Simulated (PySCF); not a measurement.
Q: What does the PBE0-D3(BJ)/def2-SVP structure of InChI=1S/C10H13N/c1-4-9-5-7-10(8-6-9)11(2)3/h4-8H,1H2,2-3H3 look like in three dimensions?

A: 
```
atom  x, y, z in Å
C1     4.1666   -0.9575    0.0821
C2     3.3099   -0.4093   -0.7904
C3     1.8523   -0.3262   -0.6909
C4     1.1201    0.3012   -1.7087
C5    -0.2629    0.4112   -1.6685
C6    -0.9992   -0.1087   -0.5823
N7    -2.3680    0.0008   -0.5216
C8    -3.0844    0.6198   -1.6033
C9    -3.0915   -0.6252    0.5519
C10   -0.2653   -0.7496    0.4441
C11    1.1146   -0.8488    0.3839
H12    3.8371   -1.4260    1.0137
H13    5.2415   -0.9542   -0.1114
H14    3.7262    0.0409   -1.6997
H15    1.6557    0.7173   -2.5671
H16   -0.7730    0.9054   -2.4945
H17   -2.7440    1.6552   -1.7797
H18   -4.1524    0.6617   -1.3559
H19   -2.9782    0.0676   -2.5566
H20   -4.1656   -0.4469    0.4186
H21   -2.9329   -1.7193    0.5866
H22   -2.8063   -0.2165    1.5378
H23   -0.7819   -1.1762    1.3034
H24    1.6341   -1.3524    1.2026
```

Any rigid rotation of these coordinates is as good. Atoms count from 1 in this order. The 11 heavy atoms lie in one plane (0.019 Å rms). The C–N distances run from 1.375 Å (C6–N7, drawn single) to 1.438 Å (N7–C9, drawn single), a spread of 0.063 Å. N7 (aniline-type nitrogen) is planar (angles 120.0°, 119.9° and 119.8°, sum 359.7°, 0.05 Å off the plane of its three neighbours). The 6-membered ring C3–C4–C5–C6–C10–C11 has internal angles of 116.6° to 122.3°; it is planar, 0.00 Å rms from its mean plane, widest ring torsion 1°.

Bonds between heavy atoms (Å): C1=C2 1.340, C2–C3 1.463, C3–C4 1.402, C4–C5 1.388, C5–C6 1.411, C6–N7 1.375, N7–C8 1.438, N7–C9 1.438, C6–C10 1.415, C10–C11 1.385, C3–C11 1.404.

Computed, not measured: PBE0-D3(BJ)/def2-SVP geometry optimisation, gas phase (PySCF 2.14.0).

Point group: near Cs, missed by 0.17 Å at most; the miss may be what the optimiser left on a soft mode. PBE0-D3(BJ)/def2-SVP frequencies: not computed here. The numbers are those of one conformer (C1–C2–C3–C4 179°).
